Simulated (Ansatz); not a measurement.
Ga₃P₂, relaxed as a quartet with UKS PBE0-D4/def2-SVP in Ansatz, starting from the PBE0-D4/def2-SVP geometry of the neutral doublet. Force threshold 0.02 eV/Å.

The relaxation made no stability test and no search for a lower SCF solution. At PBE0-D4/def2-SVP a doublet of charge 0 lies 1.00 eV below the quartet, each at its own geometry. The structure comes from a short search, and lower isomers may exist.

Start:

Cartesian coordinates in Å:
```
Ga 1.421 -1.223 -0.848
Ga 0.405 1.344 -1.119
Ga -0.522 1.313 1.496
P -1.212 -0.371 -0.603
P -0.091 -1.063 1.074
```

(1) Estimate the energy that the relaxation releases and the steps that it takes.

(2) Does the start keep its bonding and symmetry?

(3) Predict the relaxed structure.

## Answers

(1) 19.8 kcal/mol, in 13 steps; 64 s on 4 threads of Arm Neoverse V2 on a shared host. The force fell under the threshold at step 8, but the optimiser went on and released 0.005 eV more. No frequencies were taken in this run, so the end may be a saddle point.

(2) Bonds lost: Ga3–P5 (atoms count from 1). Point group Cs at the start, C2 at the end, both within 0.05 Å.

(3) 
```xyz
5

Ga    1.2551   -1.3179   -1.3588
Ga    0.8939    1.2351   -0.5956
Ga   -1.0526    1.5977    1.2239
P    -1.3118   -0.5181   -0.2846
P     0.2154   -0.9968    1.0151
```
Bond lengths (bridged metal pairs left out): 2 × Ga–Ga 2.69 Å; 2 × Ga–P 2.61 Å; 1 × P–P 2.06 Å.
